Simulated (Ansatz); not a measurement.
Z-matrix (Å, degrees):
```
C
C 1 1.525
H 1 1.093 2 111.8
H 1 1.093 2 111.1 3 -119.9
H 1 1.092 2 111.0 3 120.8
B 2 1.565 1 116.8 3 -173.9
H 2 1.095 1 111.0 3 55.0
H 2 1.106 1 109.3 3 -59.5
B 6 1.624 2 129.2 1 -157.5
H 6 1.213 2 116.9 1 29.2
Si 9 2.016 6 121.1 2 -82.9
H 9 1.200 6 123.6 2 98.7
H 11 1.490 9 112.2 6 -132.6
H 11 1.489 9 114.6 6 -8.9
H 11 1.494 9 106.2 6 109.7
```

Total charge 0; spin multiplicity 1.

Task: List the r2SCAN/def2-TZVPP orbital energies in eV (Ansatz). (Estimate.)

Result: Ansatz gave: Occupied: -1790.63, -272.82, -272.82, -180.22, -179.91, -141.14, -96.00, -95.99, -95.97, -19.81, -16.21, -14.28, -12.72, -11.53, -11.08, -10.08, -9.62, -8.79, -8.75, -8.69, -7.86, -7.80, -6.68. Lowest empty: -2.72, -1.70, 0.68, 1.06, 1.21, 1.53, 1.78, 2.42.
